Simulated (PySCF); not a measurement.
Cartesian coordinates in Å; atom numbers follow the order of the lines, from 1:
```xyz
16

N     2.5899    0.1259    0.3915
C     2.2452   -0.2961   -0.7588
Si    0.4430   -0.4267   -1.3436
N    -0.5788    0.0079    0.0124
Si   -0.9369   -1.1721    1.2654
Si   -1.3103    1.6063    0.0669
H     1.7497    0.3737    0.9354
H     3.0630   -0.5947   -1.4436
H     0.1561   -1.8109   -1.8255
H     0.1928    0.5373   -2.4593
H    -2.3948   -1.4996    1.3079
H    -0.1569   -2.4061    0.9543
H    -0.5339   -0.6549    2.6079
H    -1.7032    1.8791    1.4824
H    -0.3201    2.6255   -0.3910
H    -2.5252    1.7004   -0.7981
```

Gas phase, one computed conformer, relativity neglected, one averaged value for each set of equivalent atoms. Geometry from PBE0-D3(BJ)/def2-SVP; σ from GIAO-HF/pcSseg-1; PySCF 2.14.

Scale: 13C (190.85 ppm) and 1H (31.69 ppm) and 29Si (393.43 ppm) vs TMS; 15N (265.72 ppm) vs NH3 (reference shieldings calculated alike).

| atoms | nucleus | count | δ (ppm) |
| --- | --- | --- | --- |
| H11/H12/H13/H14/H15/H16 | 1H | 6 | ? |
| H8 | 1H | 1 | 8.90 |
| Si5/Si6 | 29Si | 2 | ? |
| N4 | 15N | 1 | -30.2 |
| H7 | 1H | 1 | 12.78 |
| H9/H10 | 1H | 2 | ? |
| C2 | 13C | 1 | 192.4 |
| Si3 | 29Si | 1 | -39.4 |
| N1 | 15N | 1 | 461.4 |

**Question.** Complete the table.

**Answer.** 
- H11/H12/H13/H14/H15/H16: 4.25 ppm, hydrogen on a silicon bonded to N
- H9/H10: 4.23 ppm, hydrogen on a silicon bonded to C, N
- Si5/Si6: -45.3 ppm, silicon bonded to N, 3 H

OH and NH positions are those of a molecule without intermolecular hydrogen bonds; in solution they move with solvent, concentration and temperature, and exchange usually removes their couplings. Shifts are as computed. Against solution values, carbons near 30 ppm lie about -0 ppm off and those near 130 ppm about +7 ppm. Of 1211 compounds with measured shifts, 218 miss one by over three times the rms of a fit or turn the order of signals round; such compounds aren't used in these exercises. Experimental scales use liquid or dissolved standards, which lie at an offset from isolated NH3 (liquid NH3: subtract about 20 ppm). Unscaled 15N shifts of sp2 nitrogen come out 20 to 40 ppm too high even then.
